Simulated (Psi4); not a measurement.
Cl$_{2}$Hg (SMILES [Cl][Hg][Cl]), singlet, geometry from GFN2-xTB (such geometries of metal compounds can be far from the true shape) (core potentials on Hg); M06-2X/def2-SVP in Psi4 1.11.

Input for Psi4:
```
memory 2 GB

molecule mol {
0 1
  Hg    0.000000    0.000000    0.000000
  Cl    0.000000    0.000000    2.301269
  Cl   -0.000000   -0.000000   -2.301269
}

set basis def2-svp
set reference rks
set scf_type out_of_core

energy('m06-2x')
print_variables()
```

Output, abridged:

```
   => Loading Basis Set <=

    Name: DEF2-SVP
    Role: ORBITAL
    Keyword: BASIS

    !!!  WARNING: ECP capability is in beta. Please check occupations closely.  !!!

         ---------------------------------------------------------
                                   SCF
               by Justin Turney, Rob Parrish, Andy Simmonett
                          and Daniel G. A. Smith
                              RKS Reference
         ---------------------------------------------------------

  ==> Geometry <==

    Molecular point group: d2h
    Full point group: D_inf_h

    Geometry (in Angstrom), charge = 0, multiplicity = 1:

       Center              X                  Y                   Z               Mass
    ------------   -----------------  -----------------  -----------------  -----------------
         HG           0.000000000000     0.000000000000     0.000000000000   201.970643400000
         CL           0.000000000000     0.000000000000     2.301269000000    34.968852682000
         CL           0.000000000000     0.000000000000    -2.301269000000    34.968852682000

  Running in d2h symmetry.

  Rotational constants: A = ************  B =      0.04551  C =      0.04551 [cm^-1]
  Rotational constants: A = ************  B =   1364.49216  C =   1364.49216 [MHz]
  Nuclear repulsion =  189.593919788349382

  Charge       = 0
  Multiplicity = 1
  Electrons    = 54
  Nalpha       = 27
  Nbeta        = 27

  ==> Algorithm <==

  SCF Algorithm Type is OUT_OF_CORE.
  DIIS enabled.
  MOM disabled.
  Fractional occupation disabled.
  Guess Type is SAD.
  Energy threshold   = 1.00e-06
  Density threshold  = 1.00e-06
  Integral threshold = 1.00e-12

  ==> Primary Basis <==

  Basis Set: DEF2-SVP
    Blend: DEF2-SVP
    Number of shells: 28
    Number of basis functions: 68
    Number of Cartesian functions: 75
    Spherical Harmonics?: true
    Max angular momentum: 3

  Core potential: DEF2-SVP
    Number of shells: 4
    Number of ECP primitives: 10
    Number of ECP core electrons: 60
    Max angular momentum: 3

  ==> DFT Potential <==

   => LibXC <=

    Version 7.1.2
    S. Lehtola, C. Steigemann, M. J. T. Oliveira, and M. A. L. Marques,  SoftwareX 7, 1–5 (2018) (10.1016/j.softx.2017.11.002)

   => Composite Functional: M06-2X <=

    Hybrid M06-2X Meta-GGA XC Functional  (10.1007/s00214-007-0310-x)
    Y. Zhao and D. G. Truhlar,  Theor. Chem. Acc., 120, 215, 2008

    Deriv               =              1
    GGA                 =           TRUE
    Meta                =           TRUE

    Exchange Hybrid     =           TRUE
    MP2 Hybrid          =          FALSE

   => Exchange Functionals <=

    1.0000   XC_HYB_MGGA_X_M06_2X

   => Exact (HF) Exchange <=

    0.5400               HF

   => Correlation Functionals <=

    1.0000   XC_MGGA_C_M06_2X

   => LibXC Density Thresholds  <==

    XC_MGGA_C_M06_2X:  1.00E-12
    XC_HYB_MGGA_X_M06_2X:  1.00E-15

   => Molecular Quadrature <=

    Radial Scheme          =       TREUTLER
    Pruning Scheme         =           NONE
    Nuclear Scheme         =       TREUTLER

    Blocking Scheme        =         OCTREE
    BS radius alpha        =              1
    Pruning alpha          =              1
    Radial Points          =             75
    Spherical Points       =            302
    Total Points           =          63288
    Total Blocks           =            588
    Max Points             =            255
    Max Functions          =             62
    Weights Tolerance      =       1.00E-15

  ==> Integral Setup <==

  ==> DiskJK: Disk-Based J/K Matrices <==

    J tasked:                  Yes
    K tasked:                  Yes
    wK tasked:                  No
    Schwarz Cutoff:          1E-12

  Minimum eigenvalue in the overlap matrix is 9.4389975486E-03.
  Reciprocal condition number of the overlap matrix is 2.6245173123E-03.
    Using symmetric orthogonalization.

  ==> Pre-Iterations <==

  SCF Guess: Superposition of Atomic Densities via on-the-fly atomic UHF (no occupation information).

   -------------------------
    Irrep   Nso     Nmo
   -------------------------
     Ag        19      19
     B1g        3       3
     B2g        6       6
     B3g        6       6
     Au         2       2
     B1u       14      14
     B2u        9       9
     B3u        9       9
   -------------------------
    Total      68      68
   -------------------------

  ==> Iterations <==

                        Total Energy        Delta E     RMS |[F,P]|

   @RKS iter SAD: -1072.50698751805612   -1.07251e+03   0.00000e+00
   @RKS iter   1: -1073.40160291678626   -8.94615e-01   1.29715e-02 DIIS/ADIIS
   @RKS iter   2: -1073.43627793412224   -3.46750e-02   1.27331e-02 DIIS/ADIIS
   @RKS iter   3: -1073.50857237904711   -7.22944e-02   1.52491e-03 DIIS/ADIIS
   @RKS iter   4: -1073.50951404959710   -9.41671e-04   4.32285e-04 DIIS/ADIIS
   @RKS iter   5: -1073.50969609958520   -1.82050e-04   7.90462e-05 DIIS
   @RKS iter   6: -1073.50970100260406   -4.90302e-06   7.24722e-06 DIIS
   @RKS iter   7: -1073.50970105895499   -5.63509e-08   2.85046e-06 DIIS
   @RKS iter   8: -1073.50970106306659   -4.11160e-09   2.51949e-07 DIIS
  Energy and wave function converged.

  ==> Post-Iterations <==

   Electrons on quadrature grid:
      Ntotal   =   53.9999925584 ; deviation = -7.442e-06

    Orbital Energies [Eh]
    ---------------------

    Doubly Occupied:

       1B1u -102.631282     1Ag  -102.631194     2B1u   -9.799054
       2Ag    -9.798999     3B1u   -7.525155     3Ag    -7.525146
       1B2u   -7.519658     1B3u   -7.519658     1B3g   -7.519656
       1B2g   -7.519656     4Ag    -4.729706     4B1u   -2.834752
       2B2u   -2.827938     2B3u   -2.827938     5Ag    -0.910156
       5B1u   -0.888323     6Ag    -0.626376     2B2g   -0.618625
       2B3g   -0.618625     1B1g   -0.603278     7Ag    -0.603257
       8Ag    -0.451091     6B1u   -0.407880     3B3u   -0.389669
       3B2u   -0.389669     3B2g   -0.368662     3B3g   -0.368662

    Virtual:

       9Ag    -0.056401     4B3u    0.006296     4B2u    0.006296
       7B1u    0.135340    10Ag     0.141806     2B1g    0.452884
      11Ag     0.452925     4B2g    0.457247     4B3g    0.457247
       8B1u    0.586767    12Ag     0.597563    13Ag     0.655912
       9B1u    0.711950     5B3u    0.775723     5B2u    0.775723
      10B1u    0.854486     1Au     0.854652    14Ag     0.866731
       3B1g    0.866904     6B3u    0.875122     6B2u    0.875122
       5B2g    0.888162     5B3g    0.888162    11B1u    0.952328
       7B3u    0.969729     7B2u    0.969729    15Ag     1.022392
       6B2g    1.097316     6B3g    1.097316    16Ag     1.323273
      12B1u    1.371961     2Au     1.558676    13B1u    1.558784
       8B2u    1.561805     8B3u    1.561805     9B3u    1.601914
       9B2u    1.601914    14B1u    1.837443    17Ag     2.282791
      18Ag    33.134712    19Ag   121.029147

    Final Occupation by Irrep:
             Ag   B1g   B2g   B3g    Au   B1u   B2u   B3u
    DOCC [     8,    1,    3,    3,    0,    6,    3,    3 ]
    NA   [     8,    1,    3,    3,    0,    6,    3,    3 ]
    NB   [     8,    1,    3,    3,    0,    6,    3,    3 ]

  @RKS Final Energy: -1073.50970106306659

   => Energetics <=

    Nuclear Repulsion Energy =            189.5939197883493819
    One-Electron Energy =               -1918.1599853984084803
    Two-Electron Energy =                 688.6307918681754927
    DFT Exchange-Correlation Energy =     -33.5744273211829665
    Empirical Dispersion Energy =           0.0000000000000000
    VV10 Nonlocal Energy =                  0.0000000000000000
    Total Energy =                      -1073.5097010630665864

Computation Completed

Properties will be evaluated at   0.000000,   0.000000,   0.000000 [a0]

Properties computed using the SCF density matrix

 Multipole Moments:

 ------------------------------------------------------------------------------------
     Multipole            Electronic (a.u.)      Nuclear  (a.u.)        Total (a.u.)
 ------------------------------------------------------------------------------------

 L = 1.  Multiply by 2.5417464519 to convert [e a0] to [Debye]
 Dipole X            :          0.0000000            0.0000000            0.0000000
 Dipole Y            :          0.0000000            0.0000000            0.0000000
 Dipole Z            :          0.0000000            0.0000000            0.0000000
 Magnitude           :                                                    0.0000000

 ------------------------------------------------------------------------------------

  Variable Map:
  ----------------------------------------------------------------------------
  "CURRENT ENERGY"              =>   -1073.509701063067
  "CURRENT REFERENCE ENERGY"    =>   -1073.509701063067
  "DD SOLVATION ENERGY"         =>       0.000000000000
  "DFT FUNCTIONAL TOTAL ENERGY" =>   -1073.509701063067
  "DFT TOTAL ENERGY"            =>   -1073.509701063067
  "DFT VV10 ENERGY"             =>       0.000000000000
  "DFT XC ENERGY"               =>     -33.574427321183
  "GRID ELECTRONS ALPHA"        =>      26.999996279175
  "GRID ELECTRONS BETA"         =>      26.999996279175
  "GRID ELECTRONS TOTAL"        =>      53.999992558350
  "NUCLEAR REPULSION ENERGY"    =>     189.593919788349
  "ONE-ELECTRON ENERGY"         =>   -1918.159985398408
  "PCM POLARIZATION ENERGY"     =>       0.000000000000
  "PE ENERGY"                   =>       0.000000000000
  "SCF ITERATION ENERGY"        =>   -1073.509701063067
  "SCF ITERATIONS"              =>       8.000000000000
  "SCF TOTAL ENERGY"            =>   -1073.509701063067
  "TWO-ELECTRON ENERGY"         =>     688.630791868175
  "XC GRID RADIAL POINTS"       =>      75.000000000000
  "XC GRID SPHERICAL POINTS"    =>     302.000000000000
  "XC GRID TOTAL POINTS"        =>   63288.000000000000

  Array Variable Map:
  ----------------------------------------------------------------------------
  "CURRENT DIPOLE"              =>       0.000000000000 ... 0.000000000000 1 by 3
  "SCF DIPOLE"                  =>       0.000000000000 ... 0.000000000000 1 by 3
  "SCF TOTAL ENERGIES"          =>   -1072.506987518056 ... -1073.509701063067 1 by 9
```
